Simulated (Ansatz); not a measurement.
C₂H₃FSi (`FC1=C[SiH2]1`). Total charge 0; spin multiplicity 1. The geometry is a stationary point of PBE0-D4/def2-TZVP.

```xyz
7

F    -0.397   -0.199   -2.234
C    -0.125   -0.098   -0.946
C     0.936   -0.331   -0.191
Si   -0.497    0.274    0.772
H     1.954   -0.678   -0.303
H    -1.308   -0.634    1.619
H    -0.563    1.665    1.282
```

Q: What is the dipole moment at B3LYP/def2-TZVPP? (Best estimate.)

A: Computed: 1.36 D, with components (0.40, 0.06, 1.30) D in this frame, pointing from negative to positive charge.

Q: And with PBE, r2SCAN, ωB97M-V? (Best estimate.)

A: The calculation gave: PBE 1.12 D, r2SCAN 1.21 D, ωB97M-V 1.37 D.

Q: Give the Mulliken charges with B3LYP, r2SCAN, PBE in def2-TZVPP. (An estimate is asked.)

A: The calculation gave: 
```csv
atom,B3LYP,r2SCAN,PBE
F1,-0.18,-0.18,-0.13
C2,0.15,0.12,0.14
C3,-0.21,-0.21,-0.17
Si4,0.25,0.33,0.18
H5,0.13,0.09,0.11
H6,-0.07,-0.08,-0.06
H7,-0.07,-0.08,-0.06
```

B3LYP here is the variant with VWN-RPA as its local correlation; programs differ in this.
